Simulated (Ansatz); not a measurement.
A structure relaxed at B3LYP-D4/def2-TZVP in Ansatz, charge 0, singlet:

```tsv
atom	x (Å)	y (Å)	z (Å)
Ru1	-0.155	0.182	0.046
O2	-1.179	-1.116	-0.209
O3	1.334	0.933	0.163
```

Question: Give its formula and point group.

Answer: RuO₂ (the lowest singlet isomer of a short search). Point group C2v (tolerance 0.1 Å).

Question: Summarise the bond lengths by kind (pairs closer than 1.2 times the sum of covalent radii, bridged metal pairs left out).

Answer: 2 × O–Ru 1.67 Å. The metal has 2 neighbours: O 1.67 Å, O 1.67 Å.

In the def2 sets Ru takes a core potential; there is no spin–orbit coupling. The restricted singlet is unstable towards broken spin symmetry at other levels; at B3LYP-D4/def2-TZVP this wasn't settled. The structure comes from a short search, and lower isomers may exist.
